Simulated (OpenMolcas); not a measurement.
A calculation on N⁺.

| Item | Value |
| --- | --- |
| Program | OpenMolcas |
| Method | CASSCF |
| Basis | ANO-RCC-VTZP [4s3p2d1f] |
| Scalar Hamiltonian | DKH2, point nucleus |
| Active space | 2 electrons in 3 orbitals (2p) |
| State averaging | 2S+1 = 3 even, 3 roots; 2S+1 = 1 even, 6 roots |
| Spin-orbit coupling | state interaction with AMFI integrals over the reference wave functions, term energies averaged over their components |

(1) Which level of the active space comes out lowest?

(2) How high does 2s² 2p² ³P₁ lie?

(3) How high does 2s² 2p² ¹D₂ lie?

(4) How high does 2s² 2p² ¹S₀ lie?

Measured values: NIST Handbook of Basic Atomic Spectroscopic Data.

## Answers

(1) 2s² 2p² ³P₀, with 100 % of that term; it is also the measured ground level.

(2) 47.2 cm⁻¹ above the lowest level; measured 48.7 cm⁻¹ above the ground level, so the calculation is off by -3 %.

(3) 17823 cm⁻¹ above the lowest level; measured 15316 cm⁻¹ above the ground level, so the calculation is off by +16 %.

(4) 43907 cm⁻¹ above the lowest level; measured 32689 cm⁻¹ above the ground level, so the calculation is off by +34 %.

Without dynamic correlation excited terms often stand tens of per cent too high (terms of higher spin than the ground term too low), and those without a measured partner can miss by more than the paired ones. With the s shell closed, the reference lacks s² → p² mixing. Computed and measured levels are paired by configuration, term and J; levels that our copy of the source lacks, or whose pairing is in doubt (as where it misses far off the trend of its configuration), stay unpaired and out of the deviations. Levels of configurations outside the active space are missing.
